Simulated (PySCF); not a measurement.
Compound: C6H11B.
Atom-mapped SMILES: `[BH2:1][C@@H:2]1[CH2:3][C@@H:4]1[CH:5]1[CH2:6][CH2:7]1` (hydrogens: H8, H9 on B1; H10 on C2; H11, H12 on C3; H13 on C4; H14 on C5; H15, H16 on C6; H17, H18 on C7)

Geometry (PBE0-D3(BJ)/def2-SVP, Å), atoms numbered from 1 in this order:
```xyz
18
C6H11B angstrom
B      2.123    0.863   -0.665
C      1.606    0.009    0.493
C      1.149   -1.422    0.145
C      0.145   -0.444    0.599
C     -0.919    0.072   -0.312
C     -2.357   -0.237   -0.009
C     -1.838    1.161    0.157
H      1.585    0.820   -1.750
H      3.096    1.572   -0.535
H      2.114    0.082    1.460
H      1.479   -2.212    0.824
H      1.148   -1.703   -0.912
H     -0.188   -0.551    1.638
H     -0.642    0.093   -1.369
H     -3.029   -0.448   -0.846
H     -2.574   -0.817    0.893
H     -1.696    1.537    1.175
H     -2.152    1.923   -0.561
```

The closed-shell ground state was solved at several levels (PySCF, density fitting, gas phase, non-relativistic).

| level | basis functions | total energy (Eh) | HOMO (eV) | LUMO (eV) | gap (eV) | dipole (D) |
| --- | --- | --- | --- | --- | --- | --- |
| PBE0/pcSseg-1 | 174 | -259.6712 | -7.47 | -1.06 | 6.41 | 1.29 |
| wB97X-D/def2-SVPD | 228 | -259.7717 | -9.31 | 0.79 | 10.10 | 1.22 |

Problem. What might B3LYP/pcJ-1 (299 basis functions) give for the same quantities?

Solution. Total energy -260.0516 Eh, HOMO -7.24 eV, LUMO -1.27 eV, gap 5.97 eV, dipole 1.31 D.

Problem. Over all these levels, which gives the widest orbital gap and which the narrowest?

Solution. wB97X-D/def2-SVPD (range-separated hybrid) has the widest, 10.10 eV, and B3LYP/pcJ-1 (global hybrid, 20 % exact exchange) the narrowest, 5.97 eV. Functional and basis both differ between the two, so the spread mixes both effects.

Problem. How far do the dipole and the HOMO energy spread over the levels?

Solution. The dipole runs from 1.22 to 1.31 D (mean 1.27 D) and the HOMO from -9.31 to -7.24 eV.

One conformer stands for the species.

Note: wB97X-D ran without an empirical dispersion term, which enters the total energy and its gradient alone.
